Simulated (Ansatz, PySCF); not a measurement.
Gas-phase reaction (SMILES): O[Si](O)(O)O + Cl (HCl) -> O[Si](O)(O)Cl [chloro(trihydroxy)silane] + O (H2O); hydrogen chloride cleaves one Si-O bond, a model of a ligand-exchange step.

Geometries: B3LYP-D3(BJ)/def2-TZVP minima from Ansatz (a quantum-chemistry and plane-wave program), one conformer each, not searched for the lowest. Cores are frozen in the correlated levels unless marked. No spin-orbit coupling. Non-relativistic. CBS(X,Y): correlation extrapolated as X^-3; Hartree-Fock from the larger set. The bracket is a focal-point correction in the basis named. Thermal terms are rigid-rotor harmonic-oscillator values from B3LYP-D3(BJ) frequencies (Ansatz or PySCF) at 298.15 K and 1 atm. 1 Eh = 627.5095 kcal/mol.

```csv
species,"E, RI-MP2/CBS(aug-cc-pV(T+d)Z,aug-cc-pV(Q+d)Z)+[CCSD(T)-MP2]/aug-cc-pV(T+d)Z (Ansatz) (Eh)","E, PBE/def2-TZVPD (Ansatz) (Eh)",H - E (Eh),G - E (Eh)
O[Si](O)(O)O,-592.40587,-592.69716,0.06559,0.02711
Cl (HCl),-460.37874,-460.62833,0.01000,-0.01120
O[Si](O)(O)Cl,-976.40476,-976.94534,0.05273,0.01437
O (H2O),-76.37791,-76.38111,0.02495,0.00353
```

Question: Work out ΔE and ΔH, ΔG, ΔS and the equilibrium constant at 298.15 K at the first level, then ΔH at the second.

Answer: 
1. ΔE = [(-976.40476) + (-76.37791)] - [(-592.40587) + (-460.37874)] = 0.00194 Eh = 1.2 kcal/mol at RI-MP2/CBS(aug-cc-pV(T+d)Z,aug-cc-pV(Q+d)Z)+[CCSD(T)-MP2]/aug-cc-pV(T+d)Z.
2. The terms H - E add up to 0.00209 Eh, so ΔH = (0.00194 + (0.00209))×627.5095 = 2.5 kcal/mol.
3. The terms G - E add up to 0.00199 Eh, so ΔG = 2.5 kcal/mol, and ΔS = (0.00209 - (0.00199))×627509.5/298.15 = 0.2 cal/(mol K).
4. log10 K = -ΔG/(RT ln 10) = -1.8, with RT ln 10 = 1.3642 kcal/mol.
5. At PBE/def2-TZVPD the same steps give ΔE = -0.6 and ΔH = 0.7 kcal/mol, a shift of -1.8 from the first level.
6. These values are not checked against measurement here, since the tables used lack a sound gas-phase enthalpy of formation for at least one species.
